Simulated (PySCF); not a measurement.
## Electrostatic potential from atomic charges

Species: `CCO[Si@@H](O)[SiH2][SiH3]`. Coordinates (GFN2-xTB, Å) and charges (e) from the PBE0/pcSseg-1 density (PySCF):

```tsv
atom	x	y	z	Mulliken	IAO	Hirshfeld	ESP-fitted
C1	-2.890	0.422	-0.123	-0.3340	-0.4366	-0.1221	-0.2766
C2	-2.241	-0.953	-0.076	+0.0459	-0.0358	+0.0115	+0.3283
O3	-1.234	-1.051	0.883	-0.6333	-0.6475	-0.2309	-0.5373
Si4	0.098	-0.123	1.038	+0.9084	+1.1068	+0.3751	+0.7764
O5	1.068	-0.974	2.026	-0.5530	-0.7986	-0.3138	-0.7383
Si6	1.306	0.101	-0.904	-0.1758	+0.0553	+0.1372	+0.0636
Si7	3.500	0.789	-0.672	+0.2239	+0.3085	+0.2196	+0.2149
H8	-3.725	0.413	-0.818	+0.1206	+0.1498	+0.0499	+0.0722
H9	-2.166	1.165	-0.446	+0.1255	+0.1376	+0.0388	+0.0536
H10	-3.253	0.695	0.864	+0.1251	+0.1487	+0.0435	+0.0914
H11	-2.988	-1.713	0.178	+0.1157	+0.1452	+0.0439	+0.0154
H12	-1.821	-1.192	-1.063	+0.1137	+0.1218	+0.0346	-0.0232
H13	-0.306	1.113	1.732	-0.1320	-0.1774	-0.0950	-0.1660
H14	0.692	-1.485	2.738	+0.2477	+0.3685	+0.1804	+0.4598
H15	1.256	-1.140	-1.708	-0.0084	-0.0729	-0.0706	-0.0474
H16	0.581	1.037	-1.797	-0.0271	-0.0885	-0.0814	-0.0802
H17	3.824	1.193	0.700	-0.0514	-0.0955	-0.0731	-0.0666
H18	4.480	-0.237	-1.043	-0.0537	-0.0922	-0.0715	-0.0605
H19	3.809	1.948	-1.518	-0.0579	-0.0971	-0.0758	-0.0794
```

Points outside the species (Å): A (-6.9, -4.6, 1.4); B (-4.9, 2.8, -4.4); C (-2.6, -3.0, 5.3); D (2.6, -1.1, -4.8).

Find the potential V = 14.3996 V·Å × Σ q/r of each set of charges at these points.

In volts:

```tsv
point	nearest atom	distance (Å)	Mulliken	IAO	Hirshfeld	ESP-fitted
A	H11	5.01	+0.038	+0.025	+0.029	+0.064
B	H8	4.46	+0.170	+0.156	+0.055	+0.076
C	H14	4.44	-0.117	-0.090	+0.013	+0.073
D	H15	3.37	-0.076	-0.007	-0.016	-0.042
```

How far are the other sets from the ESP-fitted one at these points?

Root-mean-square difference: Hirshfeld 0.039 V, IAO 0.094 V, Mulliken 0.108 V. The ESP scheme fits charges at the nuclei, held to the total charge, to the electrostatic potential on points at 1.4 to 2.0 times the van der Waals radii.

What energy would a point charge of +2 e have at B in the field of the ESP charges, leaving out polarisation?

+0.152 eV = +14.7 kJ/mol, a repulsion.

Geometry: GFN2-xTB, one conformer, isolated molecule.

The values belong to the conformer `[CH3:1][CH2:2][O:3][Si@@H:4]([OH:5])[SiH2:6][SiH3:7]`: C1–C2–O3–Si4 -56°, C2–O3–Si4–O5 -164°, O3–Si4–Si6–Si7 -161°, H–O5–Si4–O3 -36°.
